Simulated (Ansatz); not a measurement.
Isolated molecules relaxed with PBE0-D4/def2-TZVP in Ansatz; ΔE leaves out vibrations. CCSD(T)/CBS is the MP2 limit (def2-TZVPP, def2-QZVPP) plus CCSD(T) − MP2 in def2-TZVPP, frozen cores. DFT in def2-TZVPP. B3LYP here is the variant with VWN-RPA as its local correlation; programs differ in this. Open shells (•) are unrestricted, without spin–orbit coupling. For Ge outer-core shells are correlated without core-valence functions, which leaves a few kJ/mol of doubt a bond. Scalar relativity is left out up to krypton. Each species was taken in one conformer, which may not be the lowest.

Consider the homolysis of the Ge–N bond: `C[NH][GeH2][OH]` → `[OH][GeH2]`• + `C[NH]`•.

`C[NH][GeH2][OH]`:

```xyz
11

C    -1.222   -0.876    0.557
N     0.168   -0.864    0.148
Ge    1.100    0.694    0.017
O     0.389    1.885   -1.114
H    -1.927   -0.583   -0.232
H    -1.508   -1.869    0.915
H    -1.363   -0.183    1.391
H     0.378   -1.556   -0.556
H     2.516    0.315   -0.451
H     1.020    1.426    1.358
H     0.448    1.610   -2.032
```

`[OH][GeH2]`•:

```xyz
5

O    -0.764    0.768    0.541
Ge    0.591   -0.320    0.127
H    -1.578    0.291    0.719
H     1.654    0.628   -0.472
H     0.097   -1.367   -0.915
```

`C[NH]`•:

```xyz
6

C     0.117   -0.280   -0.209
N    -0.118    1.109    0.037
H     0.795   -0.713    0.543
H     0.554   -0.429   -1.198
H    -0.813   -0.866   -0.143
H    -0.535    1.180    0.970
```

```tsv
level	ΔE (kJ/mol)
B3LYP-D4	337.1
SCS-MP2/def2-TZVPP	382.6
SCS-MP2/def2-QZVPP	390.2
MP2/CBS(def2)	406.0
```

(1) What does CCSD(T)/CBS give? (Estimate.)

Largest T1 diagnostic among the species: 0.015.

## Answers

(1) Computed: +377.1 kJ/mol. The listed levels differ from it by -40.0, 5.5, 13.1, 28.9 kJ/mol.

From PBE to PBE0 (25 % exact exchange), in def2-TZVPP and without D4, ΔE moves by +5.3 kJ/mol. The D4 term adds +13.7 kJ/mol with B3LYP and +7.5 kJ/mol with PBE0; it sums over pairs of atoms, weighted by their polarisabilities, and B3LYP, whose exchange is more repulsive, gets the larger term. In def2-TZVPP, CCSD(T) changes the Hartree–Fock value by +118.6 kJ/mol (the triples alone add +9.4 kJ/mol) and MP2 by +147.4 kJ/mol; breaking electron pairs costs correlation energy, which Hartree–Fock lacks.
